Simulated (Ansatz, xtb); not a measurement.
# Relative energy of two isomers of C6H8N2

Structure I is `N#CC1=NCCCC1`, a singlet and structure II is `C=CCc1cnc[nH]1`, a singlet. Both are isolated molecules in the gas phase, relaxed with B3LYP-D3(BJ)/def2-SVP; the shapes shown needn't be the lowest conformers.

I (Å):

```xyz
16

C    -1.9611   -0.1004    2.0562
C    -0.7376   -0.4246    1.3389
C     0.4676   -0.5151   -0.6903
C     1.4783   -1.4444   -0.0155
C     1.7107   -1.0018    1.4292
C     0.3811   -1.0088    2.1851
N    -2.9126    0.1366    2.6755
N    -0.7182   -0.1938    0.0854
H     0.1231   -0.9324   -1.6513
H     0.9396    0.4516   -0.9494
H     1.0903   -2.4784   -0.0248
H     2.4181   -1.4532   -0.5897
H     2.4405   -1.6507    1.9368
H     2.1325    0.0183    1.4369
H     0.4422   -0.4469    3.1310
H     0.0893   -2.0373    2.4665
```

II (Å):

```xyz
16

C    -1.2641   -2.8807    0.5406
C    -0.5415   -1.9079   -0.0217
C     0.9263   -1.6737    0.2275
C     1.1884   -0.3553    0.8901
C     2.0719    0.6733    0.6308
C     0.9834    1.2853    2.3700
N     1.9352    1.6804    1.5564
N     0.4978    0.0568    2.0129
H    -0.8082   -3.6110    1.2181
H    -2.3318   -2.9943    0.3348
H    -1.0288   -1.1903   -0.6930
H     1.4791   -1.6828   -0.7263
H     1.3311   -2.5032    0.8355
H     2.7995    0.7285   -0.1784
H     0.5991    1.8375    3.2280
H    -0.2603   -0.4541    2.4504
```

Quicker runs give these differences E(II) − E(I): GFN2-xTB −11.10 kcal/mol; HF/STO-3G +32.32 kcal/mol (at GFN2-xTB geometries); r2SCAN-D4/def2-SVP −6.80 kcal/mol (at GFN2-xTB geometries).

Task: Estimate which is lower in electronic energy at CCSD(T)/def2-SVP + ΔMP2/def2-TZVPP, and by roughly how much.

Result: Too close to call at this level: CCSD(T)/def2-SVP + ΔMP2/def2-TZVPP gives E(II) − E(I) = −0.15 kcal/mol.

How the difference moves with the method:

```tsv
level	geometry	E(II) − E(I) (kcal/mol)	departure from the last row (kcal/mol)	job, with rough time for the two
GFN2-xTB	GFN2-xTB	−11.10	−10.95	optimisation, 0.17 s
HF/STO-3G	GFN2-xTB	+32.32	+32.47	single point, 0.44 s
r2SCAN-D4/def2-SVP	GFN2-xTB	−6.80	−6.65	single point, 4.4 s
B3LYP-D3(BJ)/def2-SVP	B3LYP-D3(BJ)/def2-SVP	−4.67	−4.52	optimisation, 55 s
HF/def2-SVP	B3LYP-D3(BJ)/def2-SVP	+1.58	+1.73	part of the CCSD(T) run
MP2/def2-SVP	B3LYP-D3(BJ)/def2-SVP	+1.20	+1.35	part of the CCSD(T) run
CCSD(T)/def2-SVP	B3LYP-D3(BJ)/def2-SVP	+2.61	+2.75	single point
CCSD(T)/def2-SVP + ΔMP2/def2-TZVPP	B3LYP-D3(BJ)/def2-SVP	−0.15		single point, 1.9 min
```

As drawn, II has 1 C=C, 1 C∷C, 4 C∷N, 1 N–H in place of 1 C≡N, 3 C–C, 1 C=N, 1 C–N, 1 C–H (∷ is an aromatic bond). Structure I has a 6-membered ring, II a 5-membered ring (with an aromatic ring).

The largest departure from CCSD(T)/def2-SVP + ΔMP2/def2-TZVPP is that of HF/STO-3G, 32.47 kcal/mol. The last row adds to CCSD(T) the change of the MP2 difference between the two basis sets, here −2.75 kcal/mol.

With thermal terms from frequencies at re-optimised GFN2-xTB minima (ideal gas, soft modes damped towards free rotors, one conformer each, 298.15 K, 1 atm): on the last row, ΔE + ΔZPE = −0.97, ΔH = −0.77, ΔG = −1.44 kcal/mol.

The correlated steps freeze 8 core orbitals. Programs: Ansatz 0.2.0, xtb 6.7.1; the last row on 4 threads of Arm Neoverse V1 on a shared host.
